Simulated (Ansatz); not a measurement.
`[CH3][GeH2][CH2]S` and `[SiH3][GeH2][CH2]S` differ in one atom or group.

Ansatz, PBE0-D4/def2-TZVP geometries, multiplicity 1. Each molecule was computed in one conformer, which needn't be the lowest.

Scalar relativity is left out up to krypton.

```
                                        property  `[CH3][GeH2][CH2]S`
size of the dipole moment (B3LYP/def2-TZVPP) / D                 1.03
             HOMO–LUMO gap (PBE/def2-TZVPP) / eV                 4.86
         HOMO–LUMO gap (ωB97M-V/def2-TZVPP) / eV                10.92
           LUMO energy (ωB97M-V/def2-TZVPP) / eV                 2.05
             LUMO energy (B3LYP/def2-TZVPP) / eV                 0.05
           HOMO energy (ωB97M-V/def2-TZVPP) / eV                -8.87
```

Task: What does the change do to each property? (Best estimate.)

Result: Ansatz gave: 
| property | `[SiH3][GeH2][CH2]S` | shift |
| --- | --- | --- |
| size of the dipole moment (B3LYP/def2-TZVPP) / D | 1.01 | -0.02 |
| HOMO–LUMO gap (PBE/def2-TZVPP) / eV | 4.65 | -0.21 |
| HOMO–LUMO gap (ωB97M-V/def2-TZVPP) / eV | 10.60 | -0.32 |
| LUMO energy (ωB97M-V/def2-TZVPP) / eV | 1.59 | -0.46 |
| LUMO energy (B3LYP/def2-TZVPP) / eV | -0.35 | -0.40 |
| HOMO energy (ωB97M-V/def2-TZVPP) / eV | -9.01 | -0.14 |

With PBE0 the HOMO falls by 0.15 eV and the LUMO falls by 0.44 eV, so the gap narrows by about 0.29 eV. PBE moves the HOMO by -0.17 eV and ωB97M-V by -0.14 eV. Dipoles are sizes alone; their direction can turn.

B3LYP here is the variant with VWN-RPA as its local correlation; programs differ in this.
